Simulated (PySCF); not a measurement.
**GeH: from constants to spectrum**

PBE0 constants of GeH, ²Π (doublet), unpaired electrons π ↑ (Ge cc-pVTZ-PP with ECP10, H cc-pVTZ; scalar-relativistic core potentials (PySCF 2.14); masses 73.9212 and 1.0078 u):

```
ωe           : 1881.6 cm⁻¹
ωexe         : 29.1 cm⁻¹
Be           : 6.6124 cm⁻¹
αe           : 0.179 cm⁻¹
De to Ge + H : 2.84 eV
```

Question: What force constant and bond length do these constants imply?

Answer: Reduced mass μred = 0.99427 u; k = 5.8918×10⁻⁷·μred·ωe² (u, cm⁻¹, mdyn/Å) = 2.07 mdyn/Å; Re = √(16.8576/(μred·Be)) (u, cm⁻¹, Å) = 1.601 Å.

Question: Estimate the centrifugal constant D from the Kratzer relation and find the Dunham coefficient a1.

Answer: D = 4Be³/ωe² = 0.000327 cm⁻¹; a1 = −1 − αeωe/(6Be²) = -2.28.

Spin–orbit coupling is left out. The state was picked by a PBE0 search and need not be the measured ground state.
